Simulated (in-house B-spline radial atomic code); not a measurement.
Tc III (Tc2+): [Kr] 4d5

All numbers are computed (non-relativistic RPBE, spin-polarised, spherical fractional occupations; point nucleus) with a radial B-spline atomic code at the basis-set limit, not measured.

Screening seen three ways: the hydrogenic charge with the same mean radius, Z_r = [3n² - l(l+1)]/(2<r>), the one with the same energy, Z_e = n√(-2ε), and Slater's rules. Values are occupation-weighted means over spin.

| shell | electrons | ε (eV) | <r> (bohr) | Z_r | Z_e | Slater |
| --- | --- | --- | --- | --- | --- | --- |
| 1s | 2 | -20336 | 0.03544 | 42.32 | 38.66 | 42.70 |
| 2s | 2 | -2863.9 | 0.1547 | 38.79 | 29.02 | 38.85 |
| 2p | 6 | -2645 | 0.1325 | 37.73 | 27.89 | 38.85 |
| 3s | 2 | -510.07 | 0.4273 | 31.60 | 18.37 | 31.75 |
| 3p | 6 | -425.08 | 0.4215 | 29.66 | 16.77 | 31.75 |
| 3d | 10 | -269.21 | 0.3983 | 26.36 | 13.34 | 21.85 |
| 4s | 2 | -84.788 | 1.086 | 22.10 | 9.99 | 15.25 |
| 4p | 6 | -60 | 1.182 | 19.45 | 8.40 | 15.25 |
| 4d | 5 | -24.076 | 1.587 | 13.23 | 5.32 | 5.60 |

The least bound orbital is 4d up at -24.08 eV, and it is also the most diffuse (<r> = 1.587 bohr).
